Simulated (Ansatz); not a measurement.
Stepwise reaction of `[NH2][Y]([NH2])[NH2]` with hydrogen fluoride, as a gas-phase model of exchange steps in deposition or etching. ΔE in kJ/mol; ΔG adds harmonic PBE0-D4 terms to CCSD(T)/CBS, at 1 bar.

Calculated with Ansatz (gas phase, PBE0-D4/def2-TZVP geometries, no zero-point term in ΔE). CCSD(T)/CBS is the MP2 limit (def2-TZVPP, def2-QZVPP) plus CCSD(T) − MP2 in def2-TZVPP, frozen cores. This one scheme is used for every species. Functionals use def2-TZVPP. B3LYP here is the variant with VWN-RPA as its local correlation; programs differ in this. def2 core potentials past Kr. For Y outer-core shells are correlated without core-valence functions, which leaves a few kJ/mol of doubt a bond. One conformer a species, not always the lowest.

| step | reaction | PBE-D4 | B3LYP-D4 | ωB97M-V | CCSD(T)/CBS | ΔG(400 K) |
| --- | --- | --- | --- | --- | --- | --- |
| 1 | `[NH2][Y]([NH2])[NH2]` + H–F → `[NH2][Y]([NH2])[F]` + NH₃ | -142.8 | -145.4 | -143.8 | -136.3 | -134.9 |
| 3 | `[NH2][Y]([F])[F]` + H–F → `[F][Y]([F])[F]` + NH₃ | -128.0 | -130.6 | -130.4 | -125.8 | -121.1 |

(1) Give the row of step 2, `[NH2][Y]([NH2])[F]` + H–F → `[NH2][Y]([F])[F]` + NH₃. (An estimate is asked.)

(2) By hand: ΔE of the 3 steps together at CCSD(T)/CBS.

Results:

(1) The calculation gave: 
| step | reaction | PBE-D4 | B3LYP-D4 | ωB97M-V | CCSD(T)/CBS | ΔG(400 K) |
| --- | --- | --- | --- | --- | --- | --- |
| 2 | `[NH2][Y]([NH2])[F]` + H–F → `[NH2][Y]([F])[F]` + NH₃ | -136.9 | -139.7 | -138.1 | -132.0 | -128.6 |

(2) (-136.3) + (-132.0) + (-125.8) = -394.1 kJ/mol, or -131.4 kJ/mol a step.

In ΔE each step is higher than the one before. All are downhill at CCSD(T)/CBS. ΔG lies between -134.9 and -121.1 kJ/mol a step. PBE-D4 differs from CCSD(T)/CBS by -6.5 to -2.2 kJ/mol a step. Isolated molecules leave out the surface, adducts and barriers. Largest T1 diagnostic: 0.015.
